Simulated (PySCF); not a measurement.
Structure problem from calculated spectra and properties.

Elements present: C, H, N and P. Monoisotopic mass: 129.0707 u.

| Item | Value |
| --- | --- |
| UV, strongest line | among the 10 lowest singlet transitions: S8 at 6.64 eV (187 nm, f = 0.042) [TDDFT B3LYP/def2-SVPD] |
| Polarisability | 96.6 au [B3LYP/def2-SVPD] |
| Triplet | lowest triplet excitation (Tamm–Dancoff): 5.19 eV [TDA B3LYP/def2-SVPD] |
| UV, first state | lowest singlet excitation: 5.32 eV (233 nm, f = 0.015) [TDDFT B3LYP/def2-SVPD] |
| 13C NMR | chemical shifts (computed TMS as zero) by class: 35.2 (1 C), 34.3 (1 C), 32.3 (2 C), 24.6 (2 C) ppm [GIAO KT2/pcSseg-1] |
| Dipole | 3.88 D [B3LYP/def2-SVPD] |
| NMR, other nuclei | isotropic shieldings of nuclei other than C and H, by class: 223 (1 N), 312 (1 P) ppm [GIAO KT2/pcSseg-1] |
| Valence photoelectron | vertical ionisation energy: 8.02 eV [ΔSCF B3LYP/def2-SVPD] |
| Rotational structure | rotational constants A, B, C: 2.785, 1.765, 1.509 GHz [PBE0-D3(BJ)/def2-SVP] |
| 1H NMR | chemical shifts (computed TMS as zero) by class: 1.89 (1 H), 1.73 (2 H), 1.69 (2 H), 1.32 (2 H), 1.26 (2 H), 0.74 (2 H), 0.14 (1 H) ppm [GIAO KT2/pcSseg-1] |

The electronic properties come from PySCF, for the isolated species, density fitting. Levels stand in brackets. Geometry: PBE0-D3(BJ)/def2-SVP; no solvent, vibrations or thermal averaging. NMR classes are plain means over equivalent atoms (diastereotopic ones count apart unless rotation or inversion swaps them), as if these changed places fast.

**Question.** Which formula fits the mass and the elements?

**Answer.** C6H12NP (calculated 129.0707). No other formula that holds each of these elements comes within 0.0003 u with a fitting electron parity and a possible valence count.

**Question.** Give a SMILES that accounts for the data.

**Answer.** Numbering: `[NH:1]=[P@:2]12[CH2:3][CH2:4][C@H:5]([CH2:6][CH2:7]1)[CH2:8]2`. 6 carbons fall into 4 classes; from least to most shielded: ring sp3 carbon bound to phosphorus [C8] (35.2 ppm), sp3 carbon at a ring junction [C5] (34.3 ppm), ring CH2 carbon [C4/C6] (32.3 ppm, 2 C), ring sp3 carbon bound to phosphorus [C3/C7] (24.6 ppm, 2 C, up to 3.5 ppm apart in this geometry). Hydrogen classes from least to most shielded: 1 H on an sp3 carbon at a ring junction, C5 (1.89 ppm), 2 H on 2 ring CH2 carbons, C4/C6 (1.73 ppm), 2 H on 2 ring CH2 carbons, C4/C6 (1.69 ppm), 2 H on 2 like atoms (sp3 carbon bound to phosphorus), C3/C7 (1.32 ppm), 2 H on 2 like atoms (sp3 carbon bound to phosphorus), C3/C7 (1.26 ppm), 2 H on an sp3 carbon bound to phosphorus, C8 (0.74 ppm), 1 H on a nitrogen bonded to P and H, N1 (0.14 ppm). The other shieldings belong to: 223 ppm, nitrogen bonded to P and H [N1]; 312 ppm, phosphorus bonded to 3 C and N [P2]. The first electron is taken from the HOMO, whose largest Löwdin shares are 0.58 on the nitrogen bonded to P and H, 0.16 on the phosphorus bonded to 3 C and N, 0.08 on an sp3 carbon bound to phosphorus and 0.06 on the N–H hydrogen. The optimised geometry has point group C1 and is an asymmetric top. Structure: `N=[P@]12CC[C@H](CC1)C2`. Computed isomers that give other values at the same levels: `CC=P1(N(C)C)C=C1` (13C chemical shifts (computed TMS as zero) by class: 167.5 (2 C), 37.0 (2 C), 11.7 (1 C), 9.4 (1 C) ppm); `CC(C)P(C)CC#N` (rotational constant A: 3.279 GHz; this holds for the one conformer computed). The assignments are read from this structure; whether some other isomer fits the data as well wasn't checked.
